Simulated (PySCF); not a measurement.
Work out the structure from these simulated measurements.

Formula: C2H9OPSi2.

| Property | Result |
| --- | --- |
| Polarisability | 100.6 au [PBE0/def2-SVPD] |
| UV, first state | lowest singlet excitation: 6.34 eV (195 nm, f = 0.027) [TDDFT PBE0/def2-SVPD] |
| UV, strongest line | among the 6 lowest singlet transitions: S4 at 7.05 eV (176 nm, f = 0.234) [TDDFT PBE0/def2-SVPD] |
| Dipole | 1.74 D [PBE0/def2-SVPD] |
| Rotational structure | rotational constants A, B, C: 3.729, 1.177, 1.012 GHz [GFN2-xTB] |
| 13C NMR | chemical shifts (computed TMS as zero) by class: 14.4 (1 C), 9.4 (1 C) ppm [GIAO PBE0/pcSseg-1] |

Gas-phase values; electronic properties from PySCF, density fitting. Levels stand in brackets. NMR shifts are as computed; neighbouring signals can stand in another order in a measured spectrum. One conformer (not necessarily the lowest) at the GFN2-xTB geometry, without solvent, vibrations or thermal averaging. NMR classes are plain means over equivalent atoms (diastereotopic ones count apart unless rotation or inversion swaps them), as if these changed places fast.

Question: What is the compound? Reason from the data.

Answer: Numbering: `[PH2:1][Si@H:2]1[CH2:3][CH2:4][SiH2:5][O:6]1`. 2 carbons fall into 2 classes; from least to most shielded: ring sp3 carbon bound to silicon [C3] (14.4 ppm), ring sp3 carbon bound to silicon [C4] (9.4 ppm). The optimised geometry has point group C1 and is an asymmetric top. Structure: `P[Si@H]1CC[SiH2]O1`. The assignments are read from this structure; whether some other isomer fits the data as well wasn't checked. The mirror image fits equally.
